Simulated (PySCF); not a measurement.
Structure with atom numbers: `[OH:1][CH2:2][B:3]([F:4])[F:5]`. Each H is labelled by its parent atom.

[PySCF: coordinates at the PBE0-D3(BJ)/def2-SVP level; σ from GIAO-PBE0/pcSseg-1; in vacuum; no relativistic terms; fast rotation and ring inversion assumed for equivalent nuclei; single conformer]

References, each an isolated molecule treated in the same way: TMS for ¹³C (σref 184.41) and ¹H (σref 31.27); ¹⁷O (σref 334.56) against H2O; ¹¹B (σref 100.73) against BF3·OEt2; ¹⁹F (σref 177.25) vs CFCl3.

```json
{"atoms": "C2", "nucleus": "¹³C", "count": "1", "δ (ppm)": "49.2"}
{"atoms": "H(O1)", "nucleus": "¹H", "count": "1", "δ (ppm)": "-0.17"}
{"atoms": "O1", "nucleus": "¹⁷O", "count": "1", "δ (ppm)": "-10.8"}
{"atoms": "H(C2)", "nucleus": "¹H", "count": "2", "δ (ppm)": "?"}
{"atoms": "F4/F5", "nucleus": "¹⁹F", "count": "2", "δ (ppm)": "?"}
{"atoms": "B3", "nucleus": "¹¹B", "count": "1", "δ (ppm)": "30.3"}
```

Q: Complete the table.

A: 
- H(C2): 3.64 ppm, hydrogen on an sp3 CH2 bonded to B and O; its carbon carries O, which withdraws density
- F4/F5: -72.1 ppm, fluorine bonded to B

The OH or NH signal is concentration- and solvent-dependent in practice; the value given is the gas-phase one. A carbon bonded to boron is broadened by the quadrupolar boron nucleus and is often missing from a measured spectrum. Shifts are as computed. Against solution values, carbons near 30 ppm lie about +2 ppm off and those near 130 ppm about +5 ppm. Of 1211 compounds with measured shifts, 218 miss one by over three times the rms of a fit or turn the order of signals round; such compounds aren't used in these exercises. Unscaled 19F shifts against computed CFCl3 carry errors that often reach 10 to 50 ppm. Experimental scales use liquid or dissolved standards, which lie at an offset from isolated H2O (liquid H2O: subtract about 36 ppm).
